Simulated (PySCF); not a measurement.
**Peak assignment**

Molfile (atoms numbered from 1):
```
C4H15NSi3
     RDKit          3D

 23 23  0  0  0  0  0  0  0  0999 V2000
   -2.4196   -0.4560   -1.0090 C   0  0  0  0  0  0  0  0  0  0  0  0
   -2.1069    0.2553    0.2016 N   0  0  0  0  0  0  0  0  0  0  0  0
   -3.1763    0.1873    1.1607 C   0  0  0  0  0  0  0  0  0  0  0  0
   -0.4608    0.5002    0.6739 Si  0  0  1  0  0  4  0  0  0  0  0  0
    1.1175   -1.2377    0.8885 Si  0  0  0  0  0  4  0  0  0  0  0  0
    2.1908   -0.2736   -0.4155 C   0  0  2  0  0  0  0  0  0  0  0  0
    3.4763    0.2855    0.1894 C   0  0  0  0  0  0  0  0  0  0  0  0
    1.0004    1.1296   -1.0379 Si  0  0  0  0  0  4  0  0  0  0  0  0
   -3.3430   -0.0616   -1.4438 H   0  0  0  0  0  0  0  0  0  0  0  0
   -1.6154   -0.3338   -1.7306 H   0  0  0  0  0  0  0  0  0  0  0  0
   -2.5636   -1.5289   -0.8261 H   0  0  0  0  0  0  0  0  0  0  0  0
   -2.9125    0.7569    2.0475 H   0  0  0  0  0  0  0  0  0  0  0  0
   -3.3893   -0.8463    1.4611 H   0  0  0  0  0  0  0  0  0  0  0  0
   -4.0895    0.6103    0.7312 H   0  0  0  0  0  0  0  0  0  0  0  0
   -0.6382    1.3961    1.8350 H   0  0  0  0  0  0  0  0  0  0  0  0
    1.8880   -1.4914    2.1164 H   0  0  0  0  0  0  0  0  0  0  0  0
    0.7957   -2.5862    0.3839 H   0  0  0  0  0  0  0  0  0  0  0  0
    2.4885   -0.9301   -1.2384 H   0  0  0  0  0  0  0  0  0  0  0  0
    4.1125   -0.5143    0.5677 H   0  0  0  0  0  0  0  0  0  0  0  0
    4.0455    0.8465   -0.5515 H   0  0  0  0  0  0  0  0  0  0  0  0
    3.2537    0.9566    1.0179 H   0  0  0  0  0  0  0  0  0  0  0  0
    1.6670    2.4378   -1.0063 H   0  0  0  0  0  0  0  0  0  0  0  0
    0.6743    0.9249   -2.4598 H   0  0  0  0  0  0  0  0  0  0  0  0
  1  2  1  0
  2  3  1  0
  2  4  1  0
  4  5  1  0
  5  6  1  0
  6  7  1  0
  6  8  1  0
  8  4  1  0
  1  9  1  0
  1 10  1  0
  1 11  1  0
  3 12  1  0
  3 13  1  0
  3 14  1  0
  4 15  1  1
  5 16  1  0
  5 17  1  0
  6 18  1  6
  7 19  1  0
  7 20  1  0
  7 21  1  0
  8 22  1  0
  8 23  1  0
M  END
```

Rapidly exchanging positions averaged, gas phase, non-relativistic, one conformer. GFN2-xTB structure; GIAO PBE0/pcSseg-1 shieldings; PySCF 2.14.0 with density-fitted response routines.

Chemical shifts δ = σref − σ; TMS for ¹³C (σref 186.93) and ¹H (σref 31.72), all at this level.

Q: Assign these signals to the numbered atoms. ¹³C{¹H} NMR (computed): δ 43.8, 21.6, 1.4.

A: 
```tsv
δ (ppm)	atoms	environment	reason
43.8	C1/C3	methyl carbon bonded to N	pulled downfield by the heteroatom
21.6	C7	methyl carbon	aliphatic region, no heteroatom directly attached
1.4	C6	sp3 CH bonded to 2 Si	an electropositive neighbour leaves it electron-rich and shielded
```

Q: Assign these signals to the numbered atoms. ¹H NMR (500 MHz, computed): δ 5.97 (m, 1H), 4.90 (m, 2H), 4.24 (m, 2H), 2.59 (s, 6H), 1.34 (d, 3H), 1.14 (m, 1H).

A: 
5.97 → H15, hydrogen on a silicon bonded to N, 2 Si, in a 4-membered ring
4.90 → H17/H23, hydrogen on a silicon bonded to C, Si, in a 4-membered ring
4.24 → H16/H22, hydrogen on a silicon bonded to C, Si, in a 4-membered ring
2.59 → H9/H10/H11/H12/H13/H14, hydrogen on a methyl carbon bonded to N: its carbon carries N, an electronegative neighbour
1.34 → H19/H20/H21, hydrogen on a methyl carbon
1.14 → H18, hydrogen on an sp3 CH bonded to 2 Si

Shifts are as computed. Against solution values, carbons near 30 ppm lie about +3 ppm off and those near 130 ppm about +5 ppm. Of 1309 compounds with measured shifts, 239 miss one by over three times the rms of a fit or turn the order of signals round; such compounds aren't used in these exercises. Multiplicities follow the n + 1 count of equivalent neighbours, as no J values were calculated; m marks all less simple cases, F and P coupling included.
